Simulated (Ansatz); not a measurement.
CH7BFNOSi (`C[Si](N)(F)BO`) at its PBE0-D4/def2-TZVP geometry, where that method's forces vanish. Charge 0, multiplicity 1.

| atom | x (Å) | y (Å) | z (Å) |
| --- | --- | --- | --- |
| C1 | -1.877 | -0.208 | 0.374 |
| Si2 | -0.124 | -0.460 | -0.197 |
| N3 | 0.798 | -1.101 | 1.085 |
| F4 | -0.239 | -1.474 | -1.459 |
| B5 | 0.844 | 1.179 | -0.900 |
| O6 | 2.154 | 1.314 | -0.579 |
| H7 | -2.304 | -1.146 | 0.741 |
| H8 | -2.507 | 0.144 | -0.446 |
| H9 | -1.924 | 0.524 | 1.184 |
| H10 | 1.803 | -1.039 | 1.069 |
| H11 | 0.478 | -1.853 | 1.672 |
| H12 | 0.329 | 2.024 | -1.591 |
| H13 | 2.568 | 2.096 | -0.954 |

**Question.** For each bond, give half the difference of the two atoms' forces along it (eV/Å; positive pushes the atoms apart) under PBE-D4, r2SCAN-D4, B3LYP-D4, ωB97M-V in def2-TZVPP. (An estimate is asked.)

**Answer.** The calculation gave: 
```json
{"bond": "C1–Si2", "length (Å)": "1.861", "PBE-D4": "-0.05", "r2SCAN-D4": "-0.02", "B3LYP-D4": "0.05", "ωB97M-V": "0.00"}
{"bond": "C1–H7", "length (Å)": "1.094", "PBE-D4": "0.11", "r2SCAN-D4": "0.00", "B3LYP-D4": "-0.04", "ωB97M-V": "-0.05"}
{"bond": "C1–H8", "length (Å)": "1.092", "PBE-D4": "0.11", "r2SCAN-D4": "-0.01", "B3LYP-D4": "-0.05", "ωB97M-V": "-0.04"}
{"bond": "C1–H9", "length (Å)": "1.092", "PBE-D4": "0.09", "r2SCAN-D4": "-0.01", "B3LYP-D4": "-0.05", "ωB97M-V": "-0.04"}
{"bond": "Si2–N3", "length (Å)": "1.705", "PBE-D4": "0.05", "r2SCAN-D4": "0.02", "B3LYP-D4": "0.06", "ωB97M-V": "0.07"}
{"bond": "Si2–F4", "length (Å)": "1.622", "PBE-D4": "0.49", "r2SCAN-D4": "0.06", "B3LYP-D4": "0.17", "ωB97M-V": "0.13"}
{"bond": "Si2–B5", "length (Å)": "2.030", "PBE-D4": "-0.27", "r2SCAN-D4": "-0.10", "B3LYP-D4": "-0.10", "ωB97M-V": "-0.14"}
{"bond": "N3–H10", "length (Å)": "1.007", "PBE-D4": "0.18", "r2SCAN-D4": "0.01", "B3LYP-D4": "-0.02", "ωB97M-V": "-0.03"}
{"bond": "N3–H11", "length (Å)": "1.007", "PBE-D4": "0.19", "r2SCAN-D4": "0.02", "B3LYP-D4": "-0.02", "ωB97M-V": "-0.03"}
{"bond": "B5–O6", "length (Å)": "1.355", "PBE-D4": "0.34", "r2SCAN-D4": "0.23", "B3LYP-D4": "0.17", "ωB97M-V": "0.23"}
{"bond": "B5–H12", "length (Å)": "1.207", "PBE-D4": "0.00", "r2SCAN-D4": "-0.05", "B3LYP-D4": "-0.14", "ωB97M-V": "-0.15"}
{"bond": "O6–H13", "length (Å)": "0.962", "PBE-D4": "0.38", "r2SCAN-D4": "0.00", "B3LYP-D4": "-0.02", "ωB97M-V": "-0.09"}
```

B3LYP here is the variant with VWN-RPA as its local correlation; programs differ in this.

Results of the Gaussian-basis code of Ansatz.
